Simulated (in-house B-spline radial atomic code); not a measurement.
## Ti⁺: [Ar] 3d2 4s1

Computed with an all-electron radial atomic-structure program (B-spline basis): non-relativistic Hartree-Fock, average of configuration, point nucleus.

Z_r = [3n² - l(l+1)]/(2<r>); Z_e = n√(-2ε); the last column is Slater's effective charge.

```json
{"shell": "1s", "electrons": "2", "ε (eV)": "-4994.6", "<r> (bohr)": "0.07012", "Z_r": "21.39", "Z_e": "19.16", "Slater": "21.70"}
{"shell": "2s", "electrons": "2", "ε (eV)": "-590.36", "<r> (bohr)": "0.325", "Z_r": "18.46", "Z_e": "13.17", "Slater": "17.85"}
{"shell": "2p", "electrons": "6", "ε (eV)": "-491.57", "<r> (bohr)": "0.2896", "Z_r": "17.27", "Z_e": "12.02", "Slater": "17.85"}
{"shell": "3s", "electrons": "2", "ε (eV)": "-85.477", "<r> (bohr)": "1.014", "Z_r": "13.32", "Z_e": "7.52", "Slater": "10.75"}
{"shell": "3p", "electrons": "6", "ε (eV)": "-56.178", "<r> (bohr)": "1.092", "Z_r": "11.45", "Z_e": "6.10", "Slater": "10.75"}
{"shell": "3d", "electrons": "2", "ε (eV)": "-18.23", "<r> (bohr)": "1.448", "Z_r": "7.25", "Z_e": "3.47", "Slater": "3.65"}
{"shell": "4s", "electrons": "1", "ε (eV)": "-12.699", "<r> (bohr)": "3.347", "Z_r": "7.17", "Z_e": "3.86", "Slater": "3.50"}
```

The least bound orbital is 4s at -12.7 eV, and it is also the most diffuse (<r> = 3.347 bohr).

The density falls to 0.001 bohr⁻³ at 4.226 bohr; Σ<r²> = 29.662 bohr² gives, by the non-relativistic formula and without the paramagnetism of open shells, a Langevin diamagnetic susceptibility of -23.49×10⁻⁶ cm³/mol.
